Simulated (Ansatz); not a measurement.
Computed with Ansatz on PBE0-D4/def2-TZVP structures; ΔE is electronic, products minus reactants. CCSD(T)/CBS is the MP2 limit (def2-TZVPP, def2-QZVPP) plus CCSD(T) − MP2 in def2-TZVPP, frozen cores. DFT in def2-TZVPP. B3LYP here is the variant with VWN-RPA as its local correlation; programs differ in this. For Se outer-core shells are correlated without core-valence functions, which leaves a few kJ/mol of doubt a bond. Scalar relativity is left out up to krypton. Each species was taken in one conformer, which may not be the lowest.

Reaction (isomerisation): `CC[SiH2][SeH]` → `[SiH3]CC[SeH]`

Question: Is it downhill or uphill in electronic energy at CCSD(T)/CBS, and by how much? (Estimate.)

Answer: Computed: Uphill: ΔE = +110.2 kJ/mol.

Question: What do these levels give: r2SCAN-D4, r2SCAN, B3LYP, HF/def2-TZVPP, HF/def2-QZVPP, HF/CBS(def2)? (Estimate.)

Answer: The calculation gave: r2SCAN-D4 112.8, r2SCAN 112.6, B3LYP 106.8, HF/def2-TZVPP 110.5, HF/def2-QZVPP 110.2, HF/CBS(def2) 110.1 kJ/mol.

Largest T1 diagnostic among the species: 0.010.

From PBE to PBE0 (25 % exact exchange), in def2-TZVPP and without D4, ΔE moves by +3.8 kJ/mol.
